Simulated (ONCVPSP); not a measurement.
**bismuth: excitation energies, all-electron against ONCV**

bismuth (Bi), optimised norm-conserving Vanderbilt (ONCV), made with ONCVPSP 4.0.1 (LDA (Perdew-Wang 92), scalar-relativistic). Core [Xe] 4f14 5d10, reference 6s2 6p3. Waves: 6s: rc 2.00 bohr, ncon 3, nbas 8, qcut 3 1/bohr, local; 6p: rc 2.50 bohr, ncon 3, nbas 8, qcut 2.9 1/bohr, 1 projector. Local part: the s channel. Core correction: Teter function, fcfact 5, rcfact 1.65.

Energies are relative to the spin-unpolarised reference configuration 6s2 6p3; without spin polarisation the order of configurations can differ from experiment.

| valence configuration | charge | ΔE all-electron (eV) | error AE − PS (meV) |
| --- | --- | --- | --- |
| 6s2 6p2 | +1 | 8.148 | -53 |
| 6s1 6p4 | 0 | 10.181 | -23 |

Q: What are ΔE and the potential's error for 6s2 6p0?

A: ΔE = 47.416 eV all-electron; the error (AE − PS) is -933 meV.

Q: What are ΔE and the potential's error for 6s2 6p1?

A: ΔE = 23.707 eV all-electron; the error (AE − PS) is -305 meV.
